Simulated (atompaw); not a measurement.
Reading a pseudo-wave (Pb (Z = 82))

Columns: radius, all-electron u(r) and pseudo u(r) of the 6s shell (level -12.33 eV) of lead in the configuration [Xe] 4f14 5d10 6s1.75 6p2.25; PBE, scalar-relativistic, PAW (atompaw) scheme, atompaw 4.2.0.5.

```json
{"r (bohr)": "0.087", "all-electron": "-0.0637", "pseudo": "0.0601"}
{"r (bohr)": "0.173", "all-electron": "-0.0799", "pseudo": "0.1192"}
{"r (bohr)": "0.260", "all-electron": "0.2095", "pseudo": "0.1781"}
{"r (bohr)": "0.346", "all-electron": "0.2113", "pseudo": "0.2352"}
{"r (bohr)": "0.433", "all-electron": "0.0095", "pseudo": "0.2915"}
{"r (bohr)": "0.519", "all-electron": "-0.2057", "pseudo": "0.3452"}
{"r (bohr)": "0.606", "all-electron": "-0.3429", "pseudo": "0.3973"}
{"r (bohr)": "0.692", "all-electron": "-0.3799", "pseudo": "0.4464"}
{"r (bohr)": "0.779", "all-electron": "-0.3343", "pseudo": "0.4932"}
{"r (bohr)": "0.865", "all-electron": "-0.2337", "pseudo": "0.5364"}
{"r (bohr)": "0.952", "all-electron": "-0.1012", "pseudo": "0.5769"}
{"r (bohr)": "1.038", "all-electron": "0.0405", "pseudo": "0.6135"}
{"r (bohr)": "1.125", "all-electron": "0.1810", "pseudo": "0.6468"}
{"r (bohr)": "1.212", "all-electron": "0.3101", "pseudo": "0.6765"}
{"r (bohr)": "1.298", "all-electron": "0.4220", "pseudo": "0.7020"}
{"r (bohr)": "1.385", "all-electron": "0.5174", "pseudo": "0.7239"}
{"r (bohr)": "1.471", "all-electron": "0.5942", "pseudo": "0.7416"}
{"r (bohr)": "1.558", "all-electron": "0.6550", "pseudo": "0.7556"}
{"r (bohr)": "1.644", "all-electron": "0.6998", "pseudo": "0.7654"}
{"r (bohr)": "1.731", "all-electron": "0.7314", "pseudo": "0.7715"}
{"r (bohr)": "1.817", "all-electron": "0.7509", "pseudo": "0.7736"}
{"r (bohr)": "1.904", "all-electron": "0.7606", "pseudo": "0.7719"}
{"r (bohr)": "1.990", "all-electron": "0.7616", "pseudo": "0.7664"}
{"r (bohr)": "2.077", "all-electron": "0.7557", "pseudo": "0.7571"}
{"r (bohr)": "2.163", "all-electron": "0.7441", "pseudo": "0.7443"}
{"r (bohr)": "2.250", "all-electron": "0.7278", "pseudo": "0.7278"}
```

(1) How many radial nodes do the two functions have?

(2) Is the pseudo-wave norm-conserving?

Results:

(1) The all-electron 6s function has n − l − 1 = 5 (the table is too coarse to show those close to the nucleus); the pseudo-wave has 0, since the states of the same l below it are removed with the core.

(2) No, it belongs to a PAW set: the norm inside the radius is not constrained, and the difference is carried by the augmentation charge.
